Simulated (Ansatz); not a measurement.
Compare A (`C[CH]1[AlH][SiH2]1`) with its isomer B (`[AlH2][CH]1C[SiH2]1`).

Computed with Ansatz on PBE0-D4/def2-TZVP structures; ΔE is electronic, products minus reactants. CCSD(T)/CBS adds triple-zeta CCSD(T) − MP2 to the extrapolated MP2 energy (def2 sets, frozen cores). DFT in def2-TZVPP. B3LYP here is the variant with VWN-RPA as its local correlation; programs differ in this.

A:

```xyz
11

C     1.034   -0.820   -0.821
C     0.330    0.029    0.215
Al   -0.219    1.878    0.504
Si   -1.542   -0.035    0.626
H     1.045   -1.881   -0.550
H     0.533   -0.742   -1.789
H     2.072   -0.507   -0.970
H     0.810   -0.074    1.214
H     0.314    3.369    0.487
H    -2.036   -0.951    1.694
H    -2.341   -0.265   -0.612
```

B:

```xyz
11

Al   -0.528   -0.406    1.769
C    -0.734    0.067   -0.072
C     0.033    1.137   -0.855
Si    0.838   -0.515   -0.944
H     0.606    0.298    2.631
H    -1.423   -1.576    2.358
H    -1.617   -0.323   -0.577
H     0.516    1.917   -0.274
H    -0.453    1.516   -1.749
H     0.716   -1.347   -2.157
H     2.047   -0.769   -0.130
```

Question: Which is lower in electronic energy at CCSD(T)/CBS, and by how much? (Estimate.)

Answer: Computed: B, by 38.3 kJ/mol.

Question: Give E(B) − E(A) in kJ/mol with BLYP-D4, MP2/def2-TZVPP, B2PLYP, PBE0-D4, B3LYP, CCSD/def2-TZVPP, B3LYP-D4. (Estimate.)

Answer: Ansatz gave: BLYP-D4 -34.3, MP2/def2-TZVPP -44.8, B2PLYP -38.0, PBE0-D4 -28.8, B3LYP -34.4, CCSD/def2-TZVPP -37.4, B3LYP-D4 -36.0. None reverses the order clearly.

Question: Does the order hold for the free energy at 298.15 K (harmonic terms from PBE0-D4)? (Estimate.)

Answer: The calculation gave: Yes: G(B) − G(A) = -46.7 kJ/mol.

Largest T1 diagnostic: 0.012.

At CCSD(T), def2-SVP lies +5.4 kJ/mol from the extrapolated value and def2-TZVPP +1.2 kJ/mol. From BLYP to BHLYP (50 % exact exchange), in def2-TZVPP and without D4, E(B) − E(A) moves by −5.9 kJ/mol.
